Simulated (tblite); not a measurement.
C4H14BNSi2.
Structure used (GFN2-xTB), in Å, numbered top down from 1:
```xyz
22
C4H14BNSi2 angstrom
C      2.050   -1.171    0.604
B      1.405   -0.035   -0.289
C      2.337    1.079   -0.918
C     -0.130    0.049   -0.516
C     -0.987   -1.213   -0.326
Si    -2.794   -0.705   -0.040
N     -2.440    0.828    0.697
Si    -0.800    1.379    0.698
H      1.542   -1.254    1.564
H      3.109   -1.023    0.804
H      1.948   -2.144    0.124
H      2.978    1.536   -0.164
H      3.010    0.641   -1.654
H      1.791    1.878   -1.415
H     -0.358    0.464   -1.503
H     -0.862   -1.878   -1.183
H     -0.630   -1.765    0.544
H     -3.534   -1.559    0.894
H     -3.561   -0.524   -1.281
H     -3.163    1.373    1.130
H     -0.218    1.315    2.047
H     -0.703    2.748    0.183
```

Method: GFN2-xTB as coded in tblite; computed harmonic values from a numerical Hessian at the method's own geometry, unscaled. The method is semi-empirical: single wavenumbers can be off by several per cent or more. Modes of hydrogen on silicon can be 10 to 20 % off. One conformer, not necessarily the lowest.

Harmonic wavenumbers (cm⁻¹): 54.1, 62.7, 78.7, 100.4, 106.9, 118.3, 204.5, 252.4, 345.5, 357.9, 374.3, 391.5, 400.2, 471.8, 514.3, 535.0, 541.7, 623.4, 646.6, 654.2, 730.7, 739.5, 772.7, 788.9, 802.2, 809.2, 834.0, 863.6, 879.1, 892.6, 923.7, 1033.1, 1045.4, 1090.4, 1139.1, 1160.7, 1201.5, 1230.4, 1316.1, 1386.8, 1392.7, 1487.0, 1497.0, 1500.3, 1504.3, 1505.9, 2183.5, 2190.7, 2226.7, 2237.2, 2914.0, 2962.8, 2985.3, 2995.1, 2998.2, 3008.5, 3012.1, 3024.7, 3027.0, 3512.7.

A = 2392, B = 905.6, C = 758.5 MHz; mass 143.076 u (most abundant isotopes); point group C1, symmetry number 1.

Task: Zero-point energy?

Result: Half the sum of the wavenumbers: 37320 cm⁻¹ = 446.45 kJ/mol.

Task: What is S at 350 K and 1 bar for an ideal gas of classical rigid rotors and harmonic oscillators?

Result: Translation 174.09, rotation 126.10, vibration 189.32: S = 489.5 J/(mol K).

Task: And Cp and H(350 K) − H(0)?

Result: Cp = 227.28 J/(mol K), of which vibrations give 194.03 (their classical limit is 60 R = 498.9); H(350 K) − H(0) = 46.19 kJ/mol without the zero-point energy, 34.55 from vibrations.

Task: Blend soft modes into free rotors: weight 1/[1 + (100 cm⁻¹/ν̃)⁴] for the oscillator and the rest for a rotor with moment μB/(μ + B), μ = h/(8π²ν), B = 10⁻⁴⁴ kg m². What vibrational entropy results?

Result: 173.14 J/(mol K) in place of 189.32, which changes −T·S at 350 K by +5.66 kJ/mol.

Task: What must be added to the electronic energy to get the Gibbs energy at 350 K and 1 bar?

Result: ZPE + [H(350 K) − H(0)] − T·S = 446.45 + 46.19 − 171.33 = 321.31 kJ/mol.

Task: Which modes carry the vibrational entropy at 350 K?

Result: 54.1 cm⁻¹: 20.83; 62.7 cm⁻¹: 19.61; 78.7 cm⁻¹: 17.73; 100.4 cm⁻¹: 15.73; 106.9 cm⁻¹: 15.22; 118.3 cm⁻¹: 14.39 J/(mol K); the other 54 give 85.80 together.

Task: How do the functions run with temperature in this model?

Result: 
```json
{"T (K)": "50", "S (J/(mol K))": "253.4", "Cp (J/(mol K))": "65.0", "H − H(0) (kJ/mol)": "2.28", "G − H(0) (kJ/mol)": "-10.39", "ln q(vib)": "0.67"}
{"T (K)": "100", "S (J/(mol K))": "306.9", "Cp (J/(mol K))": "91.3", "H − H(0) (kJ/mol)": "6.21", "G − H(0) (kJ/mol)": "-24.48", "ln q(vib)": "2.34"}
{"T (K)": "298.15", "S (J/(mol K))": "455.2", "Cp (J/(mol K))": "200.9", "H − H(0) (kJ/mol)": "35.08", "G − H(0) (kJ/mol)": "-100.64", "ln q(vib)": "9.14"}
{"T (K)": "373.15", "S (J/(mol K))": "504.4", "Cp (J/(mol K))": "238.2", "H − H(0) (kJ/mol)": "51.58", "G − H(0) (kJ/mol)": "-136.64", "ln q(vib)": "11.68"}
{"T (K)": "500", "S (J/(mol K))": "581.6", "Cp (J/(mol K))": "289.7", "H − H(0) (kJ/mol)": "85.21", "G − H(0) (kJ/mol)": "-205.61", "ln q(vib)": "15.93"}
{"T (K)": "750", "S (J/(mol K))": "713.5", "Cp (J/(mol K))": "360.0", "H − H(0) (kJ/mol)": "167.10", "G − H(0) (kJ/mol)": "-368.01", "ln q(vib)": "23.86"}
{"T (K)": "1000", "S (J/(mol K))": "823.8", "Cp (J/(mol K))": "406.3", "H − H(0) (kJ/mol)": "263.27", "G − H(0) (kJ/mol)": "-560.56", "ln q(vib)": "31.12"}
```

q(vib) and H(0) count from the zero-point level.

Hindered rotation and anharmonicity are outside this model. Other conformers, if any are populated, would add a mixing term that is left out. The structure is chiral; the term R ln 2 for an equal mix with its mirror image is left out.

Time: 1.9 s. Hardware: an Arm Neoverse N1 with one thread, shared host with 64 logical CPUs at a one-minute load of 55. This covers the Hessian and the dipole derivatives.
